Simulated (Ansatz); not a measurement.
Level of theory: frozen-core CCSD(T)/def2-TZVPP // PBE-D3(BJ)/def2-SVP run with Ansatz (an electronic-structure program).

Ansatz 0.2 input:
```yaml
crystal:
  periodic: [false, false, false]
  atoms:
    - { symbol: Ta, position_ang: [0.001919, 0.273727, -0.117587] }
    - { symbol: F, position_ang: [0.632684, -0.013242, -1.935623] }
    - { symbol: N, position_ang: [-0.699323, -0.140844, 1.73075] }
    - { symbol: H, position_ang: [-0.922685, -1.060706, 2.127081] }
    - { symbol: H, position_ang: [-0.892648, 0.575684, 2.43871] }
    - { symbol: N, position_ang: [1.713172, -0.694909, 0.332029] }
    - { symbol: H, position_ang: [2.316641, -1.090179, -0.397467] }
    - { symbol: H, position_ang: [1.963782, -1.065998, 1.252107] }
    - { symbol: N, position_ang: [0.08907, 2.24785, 0.099934] }
    - { symbol: H, position_ang: [-0.641945, 2.901315, -0.200932] }
    - { symbol: H, position_ang: [0.932103, 2.768779, 0.364281] }
    - { symbol: N, position_ang: [-1.724575, -0.408297, -0.906753] }
    - { symbol: H, position_ang: [-1.778274, -0.748293, -1.873203] }
    - { symbol: H, position_ang: [-2.552809, -0.6893, -0.375555] }
basis:
  gaussian: { orbitals: def2-TZVPP }
correlation:
  method: ccsd_t
```

Output:

```
Functional definition: HF
1963 factors; integrals over basis functions are off by at most 1.0e-3 eV
mean field evaluation 1: about -10292.6095 eV, gradient 7.5e1 eV
mean field evaluation 2: about -10292.7908 eV, gradient 7.5e1 eV
mean field evaluation 4: about -10303.1112 eV, gradient 5.7e0 eV
mean field evaluation 8: about -10303.2409 eV, gradient 3.4e-1 eV
mean field evaluation 16: about -10303.2415 eV, gradient 1.4e-6 eV
mean field -10303.24146094 eV, -378.6371399016 hartree, gradient 1.4e-6 eV, S^2 0.000000; 0 other end points of the search recorded, 0 dependent functions left out
5 core orbitals not correlated
reference -10303.24146094 eV, -378.6371399016 hartree; 24, 24 occupied and 294, 294 virtual orbitals, 1963 factors
second order -41.99932752 eV of doubles, -0.00000000 eV of singles
cycle   1  -40.88918720 eV  change     1.1e0 eV  update   1.9e-1
cycle   2  -41.92089220 eV  change    -1.0e0 eV  update   7.9e-2
cycle   3  -42.24143398 eV  change   -3.2e-1 eV  update   3.8e-2
cycle   4  -42.23019903 eV  change    1.1e-2 eV  update   1.4e-2
cycle   5  -42.21543579 eV  change    1.5e-2 eV  update   6.0e-3
cycle   6  -42.21865863 eV  change   -3.2e-3 eV  update   2.6e-3
cycle   7  -42.21973720 eV  change   -1.1e-3 eV  update   8.1e-4
cycle   8  -42.21917968 eV  change    5.6e-4 eV  update   4.1e-4
cycle   9  -42.21923244 eV  change   -5.3e-5 eV  update   1.3e-4
cycle  10  -42.21943617 eV  change   -2.0e-4 eV  update   7.2e-5
cycle  11  -42.21927789 eV  change    1.6e-4 eV  update   2.4e-5
cycle  12  -42.21928634 eV  change   -8.5e-6 eV  update   1.3e-5
perturbative correction -1.84670869 eV, -0.0678652926 hartree
Total energy: -10347.30745597 eV, -380.2565353501 hartree
```

Cost: very roughly 80 core-minutes.
